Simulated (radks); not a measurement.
Results of a calculation; reference values are marked as such.
Question: K4+, configuration [Ne] 3s2 3p3. Code: a radial shooting solver on a logarithmic mesh with Libxc functionals. Model: Dirac Kohn-Sham, LDA (Slater exchange, Perdew-Wang correlation), spin-unpolarised, spherical densities, finite nucleus; open shells are shared between the two j in proportion to 2j + 1; Fermi nuclear charge, rms radius 3.4349 fm. Some entries of the table are withheld. Estimate them.

orbital,occ.,eigenvalue (eV),<1/r> (bohr^-1)
1s1/2,2,(1),(2)
2s1/2,2,(3),3.804
2p1/2,2,(4),3.734
2p3/2,4,(5),3.698
3s1/2,2,-89.3818,(6)
3p1/2,1,-71.7586,1.106
3p3/2,2,-71.3915,1.099

Answer: 
(1) 1s1/2 eigenvalue (eV): -3577.253
(2) 1s1/2 <1/r> (bohr^-1): 18.67
(3) 2s1/2 eigenvalue (eV): -415.5988
(4) 2p1/2 eigenvalue (eV): -345.6600
(5) 2p3/2 eigenvalue (eV): -342.7539
(6) 3s1/2 <1/r> (bohr^-1): 1.200
